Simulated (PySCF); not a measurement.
C3H3F3, SMILES F[C@H]1CC1(F)F.

Coordinates come from a PBE0-D3(BJ)/def2-SVP optimisation. The structure was generated by enumeration; whether it is a known compound was not checked.

All values below come from PySCF with PBE/def2-TZVP.

The molecule is in vacuum.

Estimate the frontier levels, gap, dipole moment and polarisability. (The exact figures need the calculation; the answer reports its results.)


- highest occupied level: -6.79 eV
- lowest empty level: -0.10 eV
- orbital gap: 6.69 eV
- dipole moment: 2.01 D
- quadrupole, principal values (traceless, Buckingham form, about the centre of nuclear charge): -5.55, 1.92, 3.63 D·Å
- mean static polarisability: 36.6 bohr³ (5.43 Å³)
- polarisability, principal values: 35.6, 36.8, 37.5 bohr³
